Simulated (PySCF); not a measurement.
MoOF₃, SMILES [Mo+]([F])([F])(=[O])[F], charge +1, multiplicity 1.

Coordinates come from a r2SCAN-D4/def2-SVP optimisation. The spin state was assumed, not searched. The isomer is the one that the SMILES or the coordinates give; other isomers of the formula were not compared. The def2 effective core potentials stand for the cores of Mo; spin–orbit coupling is left out.

All values below come from CAM-B3LYP/def2-TZVPD (PySCF).

Symmetry labels are those of the subgroup Cs that the program uses (full group C3v).

List the valence orbital energies around the gap with their symmetry. (An estimate is asked for; the answer gives what the named calculation found.)


```
orbital  symmetry  energy (eV)
-------  --------  -----------
HOMO−7         A"       -23.40
HOMO−6         A'       -22.16
HOMO−5         A"       -21.63
HOMO−4         A'       -21.63
HOMO−3         A"       -21.48
HOMO−2         A'       -20.60
HOMO−1         A'       -20.10
HOMO           A"       -20.10
LUMO           A'        -9.84
LUMO+1         A"        -9.84
LUMO+2         A'        -8.10
LUMO+3         A"        -8.10
```
